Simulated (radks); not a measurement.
Charge is removed step by step from the 6s level of Pt, starting from [Xe] 4f14 5d9 6s1. Method: scalar-relativistic Kohn-Sham, PBE, spin-unpolarised, spherical densities, point nucleus; computed with a radial shooting solver on a logarithmic mesh with Libxc functionals.

removed (e)  E - E(0) (eV)  eigenvalue (eV)  E minus straight line (eV)
0                    0.000           -5.659                       0.000
0.1                  0.600           -6.341                      -0.320
0.2                  1.268           -7.032                      -0.571
0.3                  2.006           -7.733                      -0.753
0.4                  2.814           -8.443                      -0.864
0.5                  3.694           -9.162                      -0.903
0.6                  4.646           -9.890                      -0.870
0.7                  5.671          -10.626                      -0.765
0.8                  6.771          -11.370                      -0.585
0.9                  7.945          -12.121                      -0.330
1                    9.194          -12.880                       0.000

Removing the whole electron costs 9.194 eV by Delta-SCF, against 5.659 eV from minus the eigenvalue at the starting occupation. Slater's transition state (half an electron removed) gives 9.162 eV. Integrating minus the eigenvalue over the occupation (Janak's theorem) gives 9.198 eV. In this scalar-relativistic scheme the density is built from large components alone, so the theorem holds only approximately. The mean slope of the eigenvalue, de/dn, is 7.22 eV per electron. Ionisation energy of Pt in the NIST Atomic Spectra Database: 8.959 eV (measured).

Beside tabulated values, note that spin-unpolarised runs miss the spin-polarisation part of the exchange energy of open shells.
